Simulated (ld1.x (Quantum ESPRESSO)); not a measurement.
## Configuration tests for rhodium (RRKJ)

| Property | Result |
| --- | --- |
| Element | rhodium (Rh) |
| Generator | ld1.x (Quantum ESPRESSO) 7.5 |
| Type | norm-conserving RRKJ (Kleinman–Bylander form) |
| Functional | PBEsol |
| Relativity | scalar-relativistic |
| Frozen core | [Kr] |
| Valence charge | 9 |
| Reference configuration | 4d8 5s0 5p1 |
| Partial waves | 5p (bound): rc 3.40 bohr; 4d (bound): rc 1.60 bohr; 4f channel at -0.15 Ry: rc 3.40 bohr; 5s (bound, empty): rc 1.90 bohr |
| Local potential | the s channel |
| Core correction | a·sin(br)/r model core inside 1.55 bohr |

Energies are relative to the spin-unpolarised reference configuration 4d8 5s0 5p1; without spin polarisation the order of configurations can differ from experiment. The frozen-core shift is the all-electron ΔE with the core orbitals held at their reference shape minus the fully relaxed ΔE.

```tsv
valence configuration	charge	ΔE all-electron (eV)	error AE − PS (meV)	frozen-core shift (meV)
4d7 5s0 5p0	+2	23.307	-90	+57
4d8 5s0.5 5p0	+0.5	-0.737	-1.7	+0.1
4d6 5s0 5p0	+3	55.799	-572	+370
4d7 5s1 5p1	0	2.984	-104	+46
4d9 5s0 5p0	0	-4.578	-79	+24
```

Question: What are ΔE and the potential's error for 4d8 5s1 5p0?

Answer: ΔE = -3.665 eV all-electron; the error (AE − PS) is -0.7 meV.

Question: What are ΔE and the potential's error for 4d8 5s0 5p0?

Answer: ΔE = 3.797 eV all-electron; the error (AE − PS) is -5.3 meV.

Levels in the configuration 4d7 5s0 5p0:

```csv
level,all-electron (eV),pseudo (eV)
4d,-25.736,-25.981
```

A variational frozen-core shift is positive and of second order in the change. This column holds negative values, so the frozen-core run of ld1.x carries numerical noise or an error of first order here, and the column gives no more than the rough size of the effect.
